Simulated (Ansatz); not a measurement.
C2H5NSi, SMILES `C=C[Si]N` (excited triplet) (charge 0, multiplicity 3). This triplet is an excited state, 1.79 eV above the relaxed singlet at the level B3LYP/cc-pVTZ // PBE0-D3(BJ)/def2-TZVP (Ansatz, a quantum-chemistry and plane-wave program).

Calculation: LC-ωPBE/cc-pVTZ // PBE0-D3(BJ)/def2-TZVP in Ansatz.

Ansatz 0.2 input:
```yaml
crystal:
  periodic: [false, false, false]
  atoms:
    - { symbol: C, position_ang: [-2.011476, -0.445955, 0.035005] }
    - { symbol: C, position_ang: [-0.667965, -0.452613, 0.00871] }
    - { symbol: Si, position_ang: [0.454719, 0.942165, 0.378024] }
    - { symbol: N, position_ang: [2.146315, 0.639975, 0.262382] }
    - { symbol: H, position_ang: [-2.579805, 0.441559, 0.293353] }
    - { symbol: H, position_ang: [-2.585112, -1.335519, -0.202155] }
    - { symbol: H, position_ang: [-0.148643, -1.37381, -0.258011] }
    - { symbol: H, position_ang: [2.710732, 0.568305, 1.095054] }
    - { symbol: H, position_ang: [2.681237, 1.015894, -0.50546] }
basis:
  gaussian: { orbitals: cc-pVTZ }
hamiltonian:
  xc: lc_wpbe
magnetization:
  spin_polarized: true
  initial_magnetization: 2
```

Output:

```
Functional definition: LC-wPBE
1078 factors; their error is unknown
353 factors; integrals over basis functions are off by at most 2.3e-5 eV
mean field evaluation 1: about -11508.2609 eV, gradient 4.3e1 eV
mean field evaluation 2: about -11509.8841 eV, gradient 3.9e1 eV
mean field evaluation 4: about -11516.9854 eV, gradient 1.8e0 eV
mean field evaluation 8: about -11517.1471 eV, gradient 2.6e-1 eV
mean field evaluation 16: about -11517.1140 eV, gradient 3.5e-3 eV
mean field -11517.11402042 eV, -423.2461336703 hartree, gradient 3.1e-5 eV, S^2 2.038520; 0 other end points of the search recorded, 0 dependent functions left out
reference -11517.11402043 eV, -423.2461336706 hartree; 20, 18 occupied and 174, 176 virtual orbitals, 1078 factors
Total energy: -11517.11402043 eV, -423.2461336706 hartree
```
